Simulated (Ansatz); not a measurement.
`F[SiH](F)Br` + `F[SiH3]` → `F[SiH2][SiH](F)Br` + H–F at 400 K and 1 bar (formal exchange of groups at the Si–F bond).

Computed with Ansatz on PBE0-D4/def2-TZVP structures; ΔE is electronic, products minus reactants. CCSD(T)/CBS is the MP2 limit (def2-TZVPP, def2-QZVPP) plus CCSD(T) − MP2 in def2-TZVPP, frozen cores. This one scheme is used for every species. For Br outer-core shells are correlated without core-valence functions, which leaves a few kJ/mol of doubt a bond. Scalar relativity is left out up to krypton. One conformer a species, not always the lowest.

```csv
species,CCSD(T)/CBS energy (Eh),H − E (kJ/mol),S (J/(mol·K))
`F[SiH](F)Br`,-3062.76774,65.0,333.0
`F[SiH3]`,-390.72345,88.0,253.8
`F[SiH2][SiH](F)Br`,-3353.03256,121.6,412.9
H–F,-100.39570,36.5,182.2
```

H − E and S are ideal-gas, rigid-rotor, harmonic terms from PBE0-D4/def2-TZVP, for one conformer and one mirror image of each species. 1 Eh = 2625.50 kJ/mol, R = 8.31446 J/(mol·K).

Question: By hand: ΔE, ΔH, ΔS and ΔG.

Answer: ΔE = (-3353.03256) + (-100.39570) − (-3062.76774) − (-390.72345) = 0.06293 Eh = 165.2 kJ/mol. Δ(H − E) = 121.6 + 36.5 − 65.0 − 88.0 = 5.1, so ΔH = 170.3 kJ/mol. ΔS = 412.9 + 182.2 − 333.0 − 253.8 = 8.3 J/(mol·K). ΔG = 170.3 − 400 × (8.3)/1000 = 167.0 kJ/mol.

Question: By hand: the equilibrium constant, and the temperature at which ΔG would vanish if ΔH and ΔS stayed fixed.

Answer: log₁₀ K = −ΔG/(RT ln 10) = -21.8. ΔG = 0 at ΔH/ΔS = 20518 K, far beyond where these terms or the molecules hold.

The number of gas molecules stays the same, so ΔS is small and ΔH decides. A doubt of 5 kJ/mol in ΔE shifts log₁₀ K by 0.7 here. Other conformers and mirror images would add mixing entropy, several J/(mol·K) or more a flexible species. Modes under 60 cm⁻¹, often nearly free rotors, make the harmonic entropy too high. These are equilibria of isolated gas molecules and say nothing of rates. Largest T1 diagnostic: 0.011 (customary marks: 0.02 for closed shells, 0.045 for open ones).
